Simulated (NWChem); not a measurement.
Species: CH₃Si cation, singlet

```xyz
5

C      0.0000     0.0000     1.0733
Si     0.0000     0.0000    -0.7501
H     -0.5142    -0.9068     1.4822
H     -0.5282     0.8987     1.4822
H      1.0424     0.0081     1.4822
```
Atoms are numbered in this order, from 1.

Low-valent species are run as closed-shell singlets; no triplet was tried in these runs. Geometry: optimised at PBE-D3(BJ)/def2-SVP.

### Question
List the 4 lowest vertical singlet excitations from CAM-B3LYP/def2-SVPD, full TDDFT (NWChem).

### Answer
```json
[
 {"state": "S1", "energy (eV)": "3.59", "oscillator strength": "0.023", "leading excitation (squared amplitude)": "HOMO → LUMO+1 (0.91)"},
 {"state": "S2", "energy (eV)": "3.59", "oscillator strength": "0.023", "leading excitation (squared amplitude)": "HOMO → LUMO (0.91)"},
 {"state": "S3", "energy (eV)": "7.07", "oscillator strength": "0.000", "leading excitation (squared amplitude)": "HOMO−1 → LUMO (0.38)"},
 {"state": "S4", "energy (eV)": "7.21", "oscillator strength": "0.001", "leading excitation (squared amplitude)": "HOMO−2 → LUMO (0.31)"}
]
```
